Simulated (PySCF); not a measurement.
CH₉NSi₂. Atoms are numbered in the order given.

```xyz
13

Si     0.5712    -1.2678     0.0000
C     -1.2937    -1.5341     0.0000
N      0.8802     0.4629     0.0000
Si    -0.2691     1.7855     0.0000
H      1.1882    -1.9273     1.2105
H      1.1882    -1.9273    -1.2105
H     -1.7646    -1.0872    -0.8991
H     -1.7646    -1.0872     0.8991
H     -1.5234    -2.6188     0.0000
H      1.8625     0.7528     0.0000
H     -1.1698     1.7747    -1.2099
H     -1.1698     1.7747     1.2099
H      0.5254     3.0627     0.0000
```

Coordinates come from a PBE-D3(BJ)/def2-SVP optimisation. One conformer was computed; it need not be the lowest.

Calculation: PBE-D3(BJ)/def2-SVP (PySCF).

Frequencies are harmonic and unscaled.

A small imaginary wavenumber (i) marks a very flat motion, where grid noise or a shallow saddle decides the sign.

```
mode  ν (cm⁻¹)  IR (km/mol)  moving atoms (share of kinetic energy)
----  --------  -----------  --------------------------------------
1          21i          0.6          H 61 %, N 19 %, Si 12 %, C 8 %
2           58          2.7                          H 82 %, N 14 %
3          131          0.3                 C 37 %, Si 31 %, H 26 %
4          171          0.0                                  H 94 %
5          264         54.7                          H 80 %, N 19 %
6          282          0.7          Si 41 %, H 29 %, N 22 %, C 8 %
7          475          9.5                                  H 94 %
8          588          4.3                 H 39 %, Si 38 %, N 19 %
9          664          3.0                 H 67 %, C 20 %, Si 10 %
10         682          0.6                 H 42 %, C 30 %, Si 23 %
11         691         50.2                           H 83 %, N 9 %
12         699         13.7                          H 90 %, Si 8 %
13         784         58.2         H 53 %, N 21 %, Si 13 %, C 13 %
14         845         38.7                          H 75 %, C 19 %
15         885        453.4                         H 72 %, Si 19 %
16         895         62.9                                  H 96 %
17         917        284.4                 H 54 %, N 28 %, Si 18 %
18         926          7.1                                  H 88 %
19         962         88.0                          H 87 %, N 11 %
20         981         59.4                         H 89 %, Si 10 %
21        1148        137.6                          H 66 %, N 30 %
22        1221         26.0                          H 78 %, C 21 %
23        1384          6.0                                  H 96 %
24        1387          4.8                                  H 96 %
25        2123        133.3                                  H 96 %
26        2133        218.0                                  H 98 %
27        2134        176.9                                  H 96 %
28        2146         38.9                                  H 98 %
29        2170        117.5                                  H 97 %
30        2978          1.1                                  H 97 %
31        3078          3.0                           H 91 %, C 9 %
32        3079          1.7                           H 91 %, C 9 %
33        3518         36.1                                  H 93 %
```
